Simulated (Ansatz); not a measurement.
A nudged elastic band was laid between two geometries of CH8N2Si + H2S (15 atoms, charge 0, multiplicity 1).

The calculation used RKS B3LYP/6-31G* in Ansatz.

| Item | Value |
| --- | --- |
| movable images | 5 |
| climbing image | yes |
| spring | 5.0 eV/Å² |
| optimiser | quadratic models (default) |
| start path | through a guess of the saddle point |
| force threshold | 0.05 eV/Å |
| iteration limit | 60 |
| end points | relaxed |

Initial state:

```xyz
15
Properties=species:S:1:pos:R:3
Si 0.534 0.866 -0.897
N 0.344 -0.291 0.405
C -0.488 -1.490 0.283
H 1.346 1.952 -0.296
H -0.850 1.252 -1.270
N 1.304 0.445 -2.391
H -0.626 0.670 2.093
S -1.243 1.058 3.248
H 1.181 -0.468 0.956
H -1.402 -1.238 -0.266
H 0.006 -2.317 -0.249
H -0.790 -1.851 1.273
H 0.819 -0.101 -3.094
H 2.304 0.292 -2.438
H -2.440 1.219 2.643
```

Final state:

```xyz
15
Properties=species:S:1:pos:R:3
Si 0.027 2.230 -0.713
N 0.380 -1.448 0.539
C -0.600 -2.515 0.302
H 0.632 3.491 -1.211
H -1.372 2.123 -1.207
N 1.028 0.943 -1.228
H 0.008 -0.771 1.205
S -0.177 2.271 1.474
H 1.217 -1.836 0.973
H -1.500 -2.080 -0.144
H -0.189 -3.230 -0.418
H -0.902 -3.073 1.202
H 0.889 0.004 -0.833
H 1.996 1.132 -1.452
H -1.437 2.759 1.512
```

Problem. What changes between the two ends?

Solution. Bonds broken: Si1–N2, H7–S8. Bonds formed: Si1–S8, N2–H7. CH8N2Si + H2S becomes CH5N + H5NSSi.

Problem. Give the energies along the band, and the barrier.

Solution. The run converged. The highest image is number 3 of 0 to 6, 70.8 kJ/mol above the first end and 94.4 kJ/mol above the last; the last end lies 23.7 kJ/mol below the first. A vibrational analysis at the climbing image gives one clearly imaginary mode, 115i cm⁻¹: a first-order saddle point. The orbitals stay closed-shell, which can raise the energy where a bond breaks towards radicals; this wasn't checked here.

```csv
image,path coordinate (Å),energy (kJ/mol),Si1–N2 (Å),H7–S8 (Å),Si1–S8 (Å)
0,0.00,0.0,1.75,1.37,4.51
1,1.02,1.1,1.75,1.37,4.21
2,2.04,14.1,1.76,1.39,3.60
3,3.06,70.8,1.90,2.01,3.01
4,5.12,51.5,2.20,2.50,2.31
5,7.18,-2.1,3.24,2.82,2.21
6,9.23,-23.7,3.90,3.06,2.20
```

Problem. What is the geometry of the highest image?

Solution. 
```xyz
15
Properties=species:S:1:pos:R:3
Si 0.339 0.994 -0.511
N 0.293 -0.439 0.739
C -0.492 -1.631 0.333
H 1.270 1.984 0.049
H -1.044 1.191 -0.970
N 1.150 0.316 -1.890
H -0.176 0.102 1.561
S -1.003 1.873 2.038
H 1.243 -0.709 1.005
H -1.537 -1.329 0.227
H -0.120 -2.012 -0.621
H -0.423 -2.409 1.098
H 0.649 0.063 -2.731
H 2.132 0.477 -2.075
H -2.280 1.527 1.746
```

Problem. What are the harmonic wavenumbers there?

Solution. 115i, 65, 131, 154, 212, 250, 260, 295, 328, 342, 398, 524, 584, 724, 782, 799, 837, 883, 962, 1030, 1086, 1139, 1268, 1361, 1466, 1527, 1535, 1626, 1631, 2305, 2355, 2381, 2641, 3080, 3161, 3168, 3468, 3578, 3673 cm⁻¹.

The band took 30 iterations and about 17 core-minutes.

Time of the run: 8.9 min on 2 threads of Arm Neoverse V2, on a shared host, peak memory 0.24 GiB.
